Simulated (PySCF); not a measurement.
A structure optimised at PBE-D3(BJ)/def2-SVP, used in a PySCF frequency run:

```xyz
9

Be     0.1639    -0.8661     0.0000
F     -0.2252    -2.2091     0.0000
C      0.6467     0.7423     0.0000
C     -0.4698     1.8051     0.0000
H      1.3137     0.8946    -0.8812
H      1.3137     0.8946     0.8812
H     -1.1259     1.7161     0.8909
H     -1.1259     1.7161    -0.8909
H     -0.0663     2.8403     0.0000
```
Charge 0, spin multiplicity 1.

### Question
Write its SMILES, formula and point group.

### Answer
C[CH2][Be][F], C2H5BeF, Cs

### Question
What are its rotational constants (standard atomic weights)?

### Answer
27.990, 3.1203, 2.9097 GHz
